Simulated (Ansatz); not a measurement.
Total energies of C8H8O3 (`COc1ccc(C(=O)O)cc1`).

```xyz
19

C    -2.621    1.904    1.068
O    -1.527    1.266    1.686
C    -0.669    0.580    0.909
C     0.397   -0.033    1.572
C     1.324   -0.756    0.861
C     1.213   -0.886   -0.525
C     2.234   -1.671   -1.238
O     3.172   -2.220   -0.717
O     2.027   -1.727   -2.569
C     0.151   -0.274   -1.178
C    -0.790    0.457   -0.473
H    -3.271    1.182    0.564
H    -2.288    2.657    0.346
H    -3.176    2.392    1.866
H     0.470    0.077    2.647
H     2.156   -1.237    1.360
H     2.750   -2.261   -2.925
H     0.058   -0.371   -2.253
H    -1.608    0.924   -1.004
```

The species carries charge 0 and has multiplicity 1. The structure was optimised at the PBE0-D4/def2-TZVP level. It is one conformer, not always the lowest. Basis def2-TZVPP, the Gaussian-basis code of Ansatz.

RPA on PBE orbitals: Hartree–Fock energy of these orbitals -532.30325 Eh, correlation -3.04151 Eh (frozen core).

```tsv
functional	energy without D4 (Eh)	D4 term (kJ/mol)
LDA (SPW92)	-531.14000	–
BLYP	-535.40479	-115.3
B97M-V	-535.52159	–
PBE0	-534.95950	-44.4
r2SCANh	-535.25258	-14.9
HSE06 (plane-wave form)	-534.93257	-41.2
LC-ωPBE	-535.20420	–
ωB97X-V	-535.40314	–
B2PLYP	-535.15194	–
PBE-QIDH	-534.87375	–
```

(1) Give the same for PBE, revPBE, r2SCAN, B3LYP, r2SCAN0, BHLYP, CAM-B3LYP, ωB97M-V. (Best estimate.)

B3LYP takes the VWN-RPA correlation (the form of Gaussian; ORCA's B3LYP/G). HSE06 is the plane-wave form, built on full-range PBE exchange. The double hybrids freeze the cores in their second-order part.

Results:

(1) The calculation gave: 
```tsv
functional	energy without D4 (Eh)	D4 term (kJ/mol)
PBE	-534.93782	-52.4
revPBE	-535.40756	-170.9
r2SCAN	-535.28286	-14.2
B3LYP	-535.57177	-83.1
r2SCAN0	-535.20967	-16.3
BHLYP	-535.26343	-59.0
CAM-B3LYP	-535.32456	-44.7
ωB97M-V	-535.38520	–
```

LC-ωPBE has ω = 0.4 bohr⁻¹.
